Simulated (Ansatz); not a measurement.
`N[SiH2]S[SiH2]F` and `F[SiH2]S[SiH2]Cl` differ in one atom or group.

Ansatz, PBE0-D4/def2-TZVP geometries, multiplicity 1. Each molecule was computed in one conformer, which needn't be the lowest.

```csv
property,`N[SiH2]S[SiH2]F`
LUMO energy (PBE0/def2-TZVPP) / eV,-0.14
HOMO energy (ωB97M-V/def2-TZVPP) / eV,-9.84
HOMO–LUMO gap (PBE/def2-TZVPP) / eV,5.36
HOMO–LUMO gap (ωB97M-V/def2-TZVPP) / eV,11.39
size of the dipole moment (ωB97M-V/def2-TZVPP) / D,2.61
HOMO energy (PBE/def2-TZVPP) / eV,-6.34
```

Problem. Give the same properties after the change, and the shifts. (An estimate is asked.)

Solution. Ansatz gave: 
| property | `F[SiH2]S[SiH2]Cl` | shift |
| --- | --- | --- |
| LUMO energy (PBE0/def2-TZVPP) / eV | -0.48 | -0.34 |
| HOMO energy (ωB97M-V/def2-TZVPP) / eV | -10.43 | -0.59 |
| HOMO–LUMO gap (PBE/def2-TZVPP) / eV | 5.70 | 0.34 |
| HOMO–LUMO gap (ωB97M-V/def2-TZVPP) / eV | 11.77 | 0.38 |
| size of the dipole moment (ωB97M-V/def2-TZVPP) / D | 0.12 | -2.49 |
| HOMO energy (PBE/def2-TZVPP) / eV | -7.05 | -0.71 |

With PBE0 the HOMO falls by 0.64 eV and the LUMO falls by 0.34 eV, so the gap widens by about 0.30 eV. PBE moves the HOMO by -0.71 eV and ωB97M-V by -0.59 eV. Dipoles are sizes alone; their direction can turn.
